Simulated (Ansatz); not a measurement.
Two isomers of C2H6ClInO: A = `C[CH2][In]([OH])[Cl]`, B = `CC[O][InH][Cl]`.

Program: Ansatz. Geometries: PBE0-D4/def2-TZVP. ΔE: electronic, gas phase. CCSD(T)/CBS adds triple-zeta CCSD(T) − MP2 to the extrapolated MP2 energy (def2 sets, frozen cores). DFT in def2-TZVPP. B3LYP here is the variant with VWN-RPA as its local correlation; programs differ in this. Elements past krypton have def2 core potentials. For In outer-core shells are correlated without core-valence functions, which leaves a few kJ/mol of doubt a bond. One conformer a species, not always the lowest.

(1) Which isomer does CCSD(T)/CBS put lower? Give the gap. (Estimate.)

(2) Give E(B) − E(A) in kJ/mol with B3LYP-D4, B3LYP, PBE0-D4, LDA (SPW92), BLYP-D4, PBE-D4, ωB97M-V. (An estimate is asked.)

(3) Does the order hold for the free energy at 298.15 K (harmonic terms from PBE0-D4)? (Best estimate.)

Largest T1 diagnostic: 0.015.

Answers

(1) Ansatz gave: A, by 63.1 kJ/mol.

(2) Ansatz gave: B3LYP-D4 51.6, B3LYP 54.5, PBE0-D4 54.6, LDA (SPW92) 45.1, BLYP-D4 52.2, PBE-D4 55.6, ωB97M-V 53.0. None reverses the order clearly.

(3) Ansatz gave: Yes: G(B) − G(A) = +62.6 kJ/mol, for one conformer each. Modes under 60 cm⁻¹, often nearly free rotors, make the harmonic entropy too high.

Leaving LDA and LC-ωPBE aside and taking each functional with its dispersion term where it has one, the values, not all of them listed here, spread over 17.3 kJ/mol, from B97M-V to PBE-QIDH. LDA lies −12.3 kJ/mol from PBE without D4. In def2-TZVPP, CCSD(T) changes the Hartree–Fock value by +17.0 kJ/mol (the triples alone add +1.3 kJ/mol) and MP2 by +28.6 kJ/mol.
